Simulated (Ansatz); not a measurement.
One geometry of the cluster B₇⁻, several levels of theory.

```yaml
crystal:
  periodic: [false, false, false]
  atoms:
    - {symbol: B, position_ang: [0.086076, 1.114608, 0.098751]}
    - {symbol: B, position_ang: [1.310622, 1.987388, 0.539742]}
    - {symbol: B, position_ang: [-1.070308, -0.012178, -0.337136]}
    - {symbol: B, position_ang: [-0.587748, -1.665260, -0.291916]}
    - {symbol: B, position_ang: [0.619366, -0.693764, 0.150024]}
    - {symbol: B, position_ang: [-1.988570, -1.227920, -0.703922]}
    - {symbol: B, position_ang: [1.630564, 0.497127, 0.544457]}
basis:
  gaussian: {orbitals: def2-TZVPD, initial_orbitals: start.molden}
total_charge: -1
hamiltonian: {xc: r2scan, dispersion: d4}
scf: {omitted_lower_state_checks: [starts]}
output: {orbitals: {seedname: orbitals}}
```

The file start.molden holds the orbitals of an earlier run on this structure, at another level or in another basis.

```sh
$ ansatz run in.yaml --threads 4 --pin off --events-out ev --progress --plain --max-ram 4787MiB
```

Shortened log:

```
Functional definition: r2SCAN
1155 factors; their error is unknown
mean field evaluation 1: about -4726.1664 eV, gradient 4.7e0 eV
mean field evaluation 2: about -4726.2161 eV, gradient 7.7e-2 eV
mean field evaluation 4: about -4726.2052 eV, gradient 7.6e-4 eV
mean field -4726.20523284 eV, -173.6848387699 hartree, gradient 1.4e-5 eV, S^2 0.000000; 0 other end points of the search recorded, 0 dependent functions left out
reference -4726.20524820 eV, -173.6848393345 hartree; 18, 18 occupied and 241, 241 virtual orbitals, 1155 factors
Total energy: -4726.26235244 eV, -173.6869378764 hartree
Checks for a lower state left out: starts
```

Hardware: 4 threads of Arm Neoverse V2 on a shared host. Wall time 4.9 s.

The first input with `hamiltonian: {xc: {name: BLYP}, dispersion: d4}` (abridged; 3.4 s):

```
Functional definition: BLYP
mean field -4727.10403837 eV, -173.7178692640 hartree, gradient 2.6e-5 eV, S^2 0.000000
Total energy: -4727.67102437 eV, -173.7387056150 hartree
Checks for a lower state left out: starts
```

First input, but with `hamiltonian: {xc: pbe, dispersion: d4}`, `output: {forces: true, orbitals: {seedname: orbitals}}` (abridged; 3.4 s):

```
Functional definition: PBE
mean field -4722.04067279 eV, -173.5317940108 hartree, gradient 1.0e-5 eV, S^2 0.000000
Total energy: -4722.29641569 eV, -173.5411923890 hartree
Atom 0 force     0.164510     0.041916     0.054501 eV/Å
Atom 1 force    -0.175373    -0.642344    -0.096470 eV/Å
Atom 2 force    -0.050674    -0.175479    -0.027284 eV/Å
Atom 3 force    -0.203200     0.402344    -0.037826 eV/Å
Atom 4 force     0.003097    -0.001641     0.000719 eV/Å
Atom 5 force     0.624736     0.138101     0.205177 eV/Å
Atom 6 force    -0.363096     0.237103    -0.098817 eV/Å
Dipole moment:     0.083939    -0.094854     0.020280 e Å
Checks for a lower state left out: starts
```

As the first input, with `hamiltonian: {xc: pbe0, dispersion: d4}` (abridged; 4.5 s):

```
Functional definition: PBE0
mean field -4722.34258716 eV, -173.5428891595 hartree, gradient 2.6e-5 eV, S^2 0.000000
Total energy: -4722.55859112 eV, -173.5508271584 hartree
Checks for a lower state left out: starts
```

The first input with `gaussian: {orbitals: "def2-TZVPPD.json", initial_orbitals: start.molden}`, `correlation: {method: ccsd_t}` and without the key `hamiltonian` (abridged; 8.4 min):

```
Functional definition: HF
mean field evaluation 16: about -4677.2952 eV, gradient 1.8e1 eV
mean field evaluation 32: about -4676.6625 eV, gradient 1.3e1 eV
mean field evaluation 64: about -4690.9006 eV, gradient 2.0e-1 eV
mean field -4694.60993619 eV, -172.5237330342 hartree, gradient 2.7e-6 eV, S^2 0.000000; 1 other end points of the search recorded, 0 dependent functions left out; unrestricted orbitals would lower it
mean field evaluation 96: about -4696.4808 eV, gradient 3.2e-4 eV
mean field evaluation 128: about -4695.1885 eV, gradient 1.5e0 eV
determinant -4694.60993619 eV, -172.5237330342 hartree, with singles and doubles -4714.43996285 eV, -173.2524730727 hartree
determinant -4691.87921889 eV, -172.4233810244 hartree, with singles and doubles -4710.97470569 eV, -173.1251272207 hartree
unrestricted determinant -4696.48081953 eV, -172.5924867286 hartree, S^2 1.5437
7 core orbitals not correlated: weight in the atoms' cores, before any rotation towards them, 1.000 or more for the frozen orbitals, at most 0.000 for the correlated occupied ones
second order -19.62537868 eV of doubles, -0.00000000 eV of singles
cycle   1  -19.45744054 eV  change   -9.6e-1 eV  update   3.7e-2
cycle   2  -19.55142391 eV  change   -9.4e-2 eV  update   1.1e-2
cycle   3  -19.53681775 eV  change    1.5e-2 eV  update   5.9e-3
cycle   4  -19.53634940 eV  change    4.7e-4 eV  update   3.0e-3
cycle   5  -19.53850449 eV  change   -2.2e-3 eV  update   2.3e-3
cycle   6  -19.54007436 eV  change   -1.6e-3 eV  update   1.2e-3
cycle   7  -19.54084743 eV  change   -7.7e-4 eV  update   5.9e-4
cycle   8  -19.54148060 eV  change   -6.3e-4 eV  update   1.8e-4
cycle   9  -19.54154243 eV  change   -6.2e-5 eV  update   7.8e-5
cycle  10  -19.54153670 eV  change    5.7e-6 eV  update   4.2e-5
cycle  11  -19.54152641 eV  change    1.0e-5 eV  update   2.4e-5
perturbative correction -1.92699075 eV, -0.0708156038 hartree
Total energy: -4716.07845335 eV, -173.3126864877 hartree
Checks for a lower state left out: starts
```

First input, but with `hamiltonian: {xc: hse06, dispersion: d4}` (abridged; 3.7 s):

```
Functional definition: HSE06
mean field -4722.04567568 eV, -173.5319778636 hartree, gradient 1.5e-5 eV, S^2 0.000000
Total energy: -4722.24869873 eV, -173.5394388231 hartree
Checks for a lower state left out: starts
```

Geometry: PBE-D4/def2-SVPD.

HSE06 is defined as in plane-wave codes, on full-range PBE exchange. Correlated methods freeze 7 core orbitals. The restricted singlet is unstable towards broken spin symmetry in Hartree–Fock (as tested in another run); at r2SCAN-D4/def2-TZVPD, BLYP-D4/def2-TZVPD, PBE-D4/def2-TZVPD, PBE0-D4/def2-TZVPD and others this wasn't settled. At CCSD(T)/def2-TZVPPD T1 of the charge -1 singlet is large (up to 0.030), so the single-reference result is doubtful. At CCSD(T)/def2-TZVPPD the restricted singlet (for correlated methods, its reference) is unstable: a solution with broken spin symmetry lies lower. Another isomer (singlet) lies 0.73 eV lower at PBE0-D4/def2-TZVPD; other spin states weren't run for this one.
